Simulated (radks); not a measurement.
Results of a calculation; reference values are marked as such.
Fractional charge and spin in the 5d shell of lead: the spin-up occupation runs from 4 to 5 and the spin-down occupation from 4 to 5; the fullest corner is Pb3+, [Xe] 4f14 6s(up 0.5, down 0.5) 5d(up 5, down 5). Code: a radial shooting solver on a logarithmic mesh with Libxc functionals. Model: scalar-relativistic Kohn-Sham, BLYP, spin-polarised, spherical densities, point nucleus. Energy (eV) above the fullest corner. The planes named below are the two flat planes that join the four corners, with an edge along up + down = one added electron.

| down \ up | 4 | 4.25 | 4.5 | 4.75 | 5 |
|---|---|---|---|---|---|
| 4 | 130.089 | 110.241 | 91.416 | 73.604 | 56.793 |
| 4.25 | 110.241 | 91.465 | 73.700 | 56.933 | 41.154 |
| 4.5 | 91.416 | 73.700 | 56.980 | 41.246 | 26.484 |
| 4.75 | 73.604 | 56.933 | 41.246 | 26.529 | 12.771 |
| 5 | 56.793 | 41.154 | 26.484 | 12.771 | 0.000 |

Corners above the fullest one (they belong to Pb4+ and the next ion): (up 5, down 4) 56.793 eV, (up 4, down 5) 56.793 eV, (up 4, down 4) 130.09 eV. With half an added electron in each spin the energy lies 0.188 eV from the planes, and with half an added electron in spin up alone -2.024 eV. The planes are only a guide here: the flat-plane condition holds for ground states with one frontier orbital, while this shell lies below other occupied shells, so the corners above the fullest one are inner-hole states and not the ground states of those ions.
